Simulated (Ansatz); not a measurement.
Reaction (redistribution): `O[SiH2]CS` + `OBCF` → `FC[SiH2]CS` + `OBO`

Computed with Ansatz on PBE0-D4/def2-TZVP structures; ΔE is electronic, products minus reactants. CCSD(T)/CBS adds triple-zeta CCSD(T) − MP2 to the extrapolated MP2 energy (def2 sets, frozen cores). This one scheme is used for every species. Each species was taken in one conformer, which may not be the lowest.

`O[SiH2]CS`:

Cartesian coordinates in Å:
```
O 1.695 -0.250 0.925
Si 0.711 0.736 0.054
C -0.554 -0.297 -0.869
S -1.436 -1.347 0.326
H 1.235 -0.952 1.394
H 1.589 1.503 -0.864
H -0.053 1.676 0.924
H -0.045 -0.995 -1.539
H -1.259 0.283 -1.468
H -1.884 -0.357 1.117
```

`OBCF`:

Z-matrix (Å, degrees):
```
C
B 1 1.572
F 1 1.389 2 112.6
H 1 1.098 2 110.8 3 -121.2
H 1 1.098 2 110.7 3 121.1
O 2 1.352 1 116.8 3 179.8
H 2 1.201 1 122.0 3 -0.2
H 6 0.960 2 113.6 1 180.0
```

`FC[SiH2]CS`:

Z-matrix (Å, degrees):
```
C
Si 1 1.891
F 1 1.395 2 109.2
H 1 1.094 2 111.1 3 119.1
H 1 1.095 2 111.9 3 -119.7
C 2 1.876 1 109.3 3 -60.5
H 2 1.489 1 109.4 3 60.9
H 2 1.490 1 108.6 3 -179.9
S 6 1.814 2 111.4 1 -64.6
H 6 1.091 2 113.1 1 169.8
H 6 1.094 2 108.5 1 50.8
H 9 1.343 6 97.2 2 -54.6
```

`OBO`:

Cartesian coordinates in Å:
```
O 0.360 0.298 0.988
B -0.276 -0.189 -0.115
O 0.233 0.071 -1.342
H -0.075 0.062 1.809
H -1.277 -0.842 -0.040
H 1.035 0.601 -1.300
```

| species | SCS-MP2/def2-QZVPP energy (Eh) |
| --- | --- |
| `O[SiH2]CS` | -803.62486 |
| `OBCF` | -240.15503 |
| `FC[SiH2]CS` | -866.80973 |
| `OBO` | -176.97890 |

(1) Work out ΔE.

Largest T1 diagnostic among the species: 0.013.

Answers

(1) ΔE = (-866.80973) + (-176.97890) − (-803.62486) − (-240.15503) = -0.00874 Eh = -0.24 eV. CCSD(T)/CBS gives -0.26 eV.

In def2-TZVPP, CCSD(T) changes the Hartree–Fock value by −0.08 eV (the triples alone add −0.02 eV) and MP2 by −0.07 eV. From PBE to PBE0 (25 % exact exchange), in def2-TZVPP and without D4, ΔE moves by +0.03 eV.
